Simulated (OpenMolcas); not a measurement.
## Co3+: effect of the IPEA shift

```json
{
 "Program": "OpenMolcas 26.06",
 "Basis": "ANO-RCC-VTZP [6s5p3d2f1g]",
 "Scalar Hamiltonian": "DKH2, point nucleus",
 "Active space": "6 electrons in 5 orbitals (3d)",
 "State averaging": "2S+1 = 5 even, 5 roots; 2S+1 = 3 even, 45 roots kept (CI in the orbitals of an earlier block); 2S+1 = 1 even, 50 roots kept (CI in the orbitals of an earlier block)",
 "Spin-orbit coupling": "RASSI with atomic mean-field integrals over the reference wave functions, term energies averaged over their components"
}
```

Methods on the same reference wave functions:
A. CASSCF
B. MS-CASPT2, IPEA 0 Eh, imaginary shift 0.1 Eh (closed shells correlated: 3s 3p)
C. MS-CASPT2, IPEA 0.25 Eh, imaginary shift 0.1 Eh (closed shells correlated: 3s 3p)

Energies in cm⁻¹ above 3d⁶ ⁵D₄, the measured ground level; measured values from Sugar and Corliss, J. Phys. Chem. Ref. Data 10, 1097 (1981).

```
     Level      A      B      C  Measured
   3d⁶ ⁵D₄    0.0    0.0    0.0       0.0
   3d⁶ ⁵D₃    654    658    657       639
   3d⁶ ⁵D₂   1112   1111   1111      1078
   3d⁶ ⁵D₁   1407   1401   1402          
   3d⁶ ⁵D₀   1551   1543   1544      1494
   3d⁶ ³H₆  25905  24170  24680     23680
   3d⁶ ³H₅  26240  24480  24990     24032
   3d⁶ ³H₄  26482  24680  25200     24272
3d⁶ ³P₂(1)  28268  22820  23590     22883
3d⁶ ³F₄(1)  29650  25570  26290     25396
3d⁶ ³F₃(1)  30027  25880  26620     25736
3d⁶ ³P₁(1)  30196  24740  25520     24729
3d⁶ ³F₂(1)  30308  26110  26870     25969
3d⁶ ³P₀(1)  30978  25520  26300     25449
   3d⁶ ³G₅  32762  29540  30070     29022
   3d⁶ ³G₄  33389  30120  30650     29592
   3d⁶ ³G₃  33652  30370  30910     29868
   3d⁶ ¹I₆  39104  37250  37540     35943
3d⁶ ¹G₄(1)  41332  38260  38580     36683
   3d⁶ ³D₁  42414  36690  37390          
   3d⁶ ³D₂  42442  36700  37400          
   3d⁶ ³D₃  42630  36900  37610     36554
3d⁶ ¹S₀(1)  48057  42240  43050     41442
3d⁶ ¹D₂(1)  51416  44050  44390     42342
```

Deviations, from unrounded energies. A percentage is the sum of absolute deviations over the sum of measured energies, with the sign that they share, or ± where signs differ.

```json
{"Against measurement": "mean absolute deviation (cm-1)", "Levels": "20", "A": "3800", "B": "470", "C": "970"}
{"Against measurement": "fine structure of the ground term (%)", "Levels": "3", "A": "+3.3", "B": "+3.1", "C": "+3.2"}
{"Against measurement": "other terms of the ground configuration (%)", "Levels": "17", "A": "+15.3", "B": "±1.8", "C": "+3.8"}
```

B lies closest to measurement on these levels and A furthest from it. The largest miss of B in the table is 3d⁶ ¹D₂(1), by +1700 cm-1. The ranking rests on the paired levels alone, and a cruder setting can come out closer through cancelling errors.

Between B and C the level of the table that moves most is 3d⁶ ¹S₀(1), by 810 cm-1 (lowest in B, highest in C). Moves below CASPT2's spread within the term are not significant.

The mean deviations of B to C differ by less than CASPT2's widest spread within a term (930 cm-1), so their order carries little weight.

From A to B the spin-free energies of the other terms of 3d⁶ shown, above ⁵D, scale by factors of 0.81 to 0.95, as is usual when dynamic correlation screens the repulsion within a d or f shell.

The lowest spin-free term lies below A's lowest term by 0.413 hartree in B, 0.405 hartree in C.

CASPT2 breaks the degeneracy within a term, and the mean is taken; among the terms shown or strongly mixed into the levels shown the widest spread is 930 cm-1 (3d⁶ ¹I, C). Terms from blocks run as CI alone lack orbitals of their own. The CASPT2 spread within a term exceeds the gap to the next term for 3d⁶ ³D and 3d⁶ ¹I, so the order of their levels is uncertain (figures for B; the like holds for C). Without dynamic correlation excited terms often stand tens of per cent too high (terms of higher spin than the ground term too low), and those without a measured partner can miss by more than the paired ones (holds for A). Measured partners are found by configuration, term and J. A level has none where our copy of the source lacks it or the pairing is in doubt (some pairs that miss far off the trend of their configuration count as doubtful), and it then counts in no deviation. Levels of configurations outside the active space are missing. The table leaves out levels that lie high or whose names do not pair safely across all columns.

A number in round brackets counts repeated terms of one configuration in the order of the reference energies.
